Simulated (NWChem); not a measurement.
System: SnH$_{2}$O, singlet; SMILES [OH][SnH]

Results from NWChem. Medium grid unless said otherwise, to which SCAN and Minnesota functionals are sensitive. Low-valent species are run as closed-shell singlets; no triplet was tried in these runs. All runs use the structure optimised with PBE0/def2-SVP. def2 effective core potentials on Sn; no spin-orbit coupling. B3LYP is NWChem's, with the RPA form of VWN correlation. Total energies of different functionals are on different scales.

```json
[
 {"level": "B3LYP/def2-SVP", "energy (Ha)": "-290.7337", "highest occupied level (eV)": "___", "orbital gap (eV)": "___", "dipole (D)": "1.15"},
 {"level": "PBE/def2-SVP", "energy (Ha)": "-290.5749", "highest occupied level (eV)": "-5.70", "orbital gap (eV)": "2.66", "dipole (D)": "0.97"},
 {"level": "r2SCAN0/def2-SVP", "energy (Ha)": "-290.6531", "highest occupied level (eV)": "-6.96", "orbital gap (eV)": "4.64", "dipole (D)": "1.31"},
 {"level": "LRC-wPBEh/def2-SVP", "energy (Ha)": "-290.5979", "highest occupied level (eV)": "-8.54", "orbital gap (eV)": "7.85", "dipole (D)": "1.27"},
 {"level": "r2SCAN/def2-SVP", "energy (Ha)": "-290.6967", "highest occupied level (eV)": "-6.00", "orbital gap (eV)": "3.02", "dipole (D)": "1.10"},
 {"level": "KT2/def2-SVP", "energy (Ha)": "-292.9775", "highest occupied level (eV)": "-5.75", "orbital gap (eV)": "2.63", "dipole (D)": "1.00"},
 {"level": "M06-L/def2-SVP", "energy (Ha)": "-290.8084", "highest occupied level (eV)": "-5.84", "orbital gap (eV)": "3.05", "dipole (D)": "1.12"},
 {"level": "revPBE/def2-SVP", "energy (Ha)": "-290.6834", "highest occupied level (eV)": "-5.67", "orbital gap (eV)": "2.71", "dipole (D)": "0.96"},
 {"level": "MPW1K/def2-SVP", "energy (Ha)": "-290.7108", "highest occupied level (eV)": "-7.55", "orbital gap (eV)": "5.67", "dipole (D)": "1.41"}
]
```

Q: Some entries are withheld; supply them.

A: 
- B3LYP/def2-SVP, highest occupied level (eV): -6.59
- B3LYP/def2-SVP, orbital gap (eV): 4.02
